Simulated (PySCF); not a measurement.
State search for KS

Unrestricted PBE0; basis K x2c-SVPall, S x2c-SVPall; spin-free X2C with a Gaussian nucleus; PySCF 2.14. Outer shells of the fragments: K 4s1; S 3s2 3p4.

Followed along the bond (rough minima from three points):

```json
{"2Ms+1": "2", "unpaired": "π ↑", "⟨S²⟩ at the start": "0.75", "R at minimum (Å)": "2.82", "Te (eV)": "0.00"}
{"2Ms+1": "2", "unpaired": "σ ↑", "⟨S²⟩ at the start": "0.75", "R at minimum (Å)": "2.67", "Te (eV)": "0.28"}
{"2Ms+1": "4", "unpaired": "σ ↑, π ↑↑", "⟨S²⟩ at the start": "3.75", "R at minimum (Å)": "none in the scan", "Te (eV)": "≤ 2.41"}
```

Solutions found at the starting distance of 2.930 Å, counted from the lowest of them; the search is not exhaustive and high or unbound solutions are not listed, so other states can lie among these:

```csv
2Ms+1,unpaired,term,E (eV),⟨S²⟩,⟨Lz²⟩,μ (D)
2,π ↑,²Π,0.00,0.75,1.01,-9.92
2,σ ↑,²Σ⁺,0.39,0.75,0.00,-10.47
4,"σ ↑, π ↑↑",⁴Σ⁻,2.54,3.75,0.00,2.78
2,"σ ↓, π ↑↑",mixed,2.58,1.75,0.00,3.21
4,"σ ↑↑, π ↑",⁴Π,2.75,3.75,1.01,2.92
2,"σ ↑, π ↑↓",mixed,2.99,1.76,2.02,2.99
4,π ↑↑↑,⁴Π,3.96,3.75,1.00,0.90
4,"σ ↑, π ↑↑",mixed,4.18,3.75,2.01,0.77
4,"σ ↑, π ↑↑",mixed,4.27,3.75,2.01,0.99
2,σ ↑,mixed,4.43,0.75,2.00,3.00
```

A term symbol is given only where ⟨S²⟩ and ⟨Lz²⟩ are close to those of a pure state; real π, δ and φ orbitals otherwise mix terms. A positive dipole means K(−)S(+).

**Question.** Compare the gap between the two lowest followed solutions at the starting distance with the gap between their minima.

**Answer.** At PBE0 the second solution (doublet, unpaired electrons σ ↑) lies +0.39 eV from the first (doublet, unpaired electrons π ↑) at 2.930 Å and +0.28 eV at the minima; the two curves relax by different amounts, since their minima lie near 2.67 and 2.82 Å.

Counting both spins, an empty level lies below a filled one in some of these solutions, because spin and occupation are held.
